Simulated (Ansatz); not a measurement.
Reaction (ligand exchange at the Si–O bond): `N[SiH2]O[Si](N)(F)F` + H₂Se → `N[SiH2][SeH]` + `N[Si](O)(F)F`

Gas-phase electronic energies from Ansatz, PBE0-D4/def2-TZVP geometries. CBS: MP2 limit from def2 TZ/QZ plus the TZ coupled-cluster correction, frozen cores. DFT in def2-TZVPP. B3LYP here is the variant with VWN-RPA as its local correlation; programs differ in this. For Se outer-core shells are correlated without core-valence functions, which leaves a few kJ/mol of doubt a bond. Scalar relativity is left out up to krypton. One conformer a species, not always the lowest.

`N[SiH2]O[Si](N)(F)F`:

```xyz
13

N    -0.409   -1.617   -0.927
Si    0.531   -0.320   -1.546
O     0.610    0.935   -0.497
Si    0.231    1.420    0.989
N    -0.614    0.208    1.781
F     1.549    1.836    1.762
F    -0.582    2.777    0.899
H     0.033   -2.478   -0.651
H    -1.347   -1.776   -1.258
H     1.912   -0.806   -1.768
H    -0.097    0.197   -2.783
H    -0.844   -0.637    1.284
H    -0.973    0.261    2.716
```

H₂Se:

Cartesian coordinates in Å:
```
Se 0.629 0.244 -0.113
H -0.640 0.299 -0.846
H 0.010 -0.543 0.959
```

`N[SiH2][SeH]`:

Cartesian coordinates in Å:
```
N -0.905 -0.088 1.008
Si 0.492 -0.421 0.078
Se 1.236 1.203 -1.359
H -0.927 0.712 1.620
H -1.814 -0.258 0.608
H 0.192 -1.651 -0.691
H 1.661 -0.586 0.974
H 0.065 1.089 -2.238
```

`N[Si](O)(F)F`:

Z-matrix (Å, degrees):
```
Si
O 1 1.619
F 1 1.581 2 104.1
N 1 1.686 2 112.4 3 125.7
F 1 1.584 2 112.9 3 -114.3
H 2 0.958 1 117.2 3 -175.6
H 4 1.006 1 121.2 2 -53.5
H 4 1.006 1 120.5 2 156.7
```

Is it downhill or uphill in electronic energy at CCSD(T)/CBS, and by how much? (Estimate.)

Computed: Uphill: ΔE = +57.3 kJ/mol.

What do these levels give: B3LYP-D4, ωB97X-V, ωB97M-V, B2PLYP, PBE, B3LYP, HF/def2-TZVPP, CCSD/def2-TZVPP, CCSD(T)/def2-TZVPP, HF/def2-QZVPP, MP2/def2-QZVPP, HF/CBS(def2)? (Estimate.)

The calculation gave: B3LYP-D4 64.1, ωB97X-V 60.0, ωB97M-V 59.9, B2PLYP 59.2, PBE 39.6, B3LYP 57.5, HF/def2-TZVPP 71.1, CCSD/def2-TZVPP 62.8, CCSD(T)/def2-TZVPP 60.6, HF/def2-QZVPP 73.6, MP2/def2-QZVPP 55.5, HF/CBS(def2) 73.9 kJ/mol.

Largest T1 diagnostic among the species: 0.011.

From PBE to PBE0 (25 % exact exchange), in def2-TZVPP and without D4, ΔE moves by +5.5 kJ/mol. The D4 term adds +6.6 kJ/mol with B3LYP and +4.1 kJ/mol with PBE0; it sums over pairs of atoms, weighted by their polarisabilities, and B3LYP, whose exchange is more repulsive, gets the larger term.
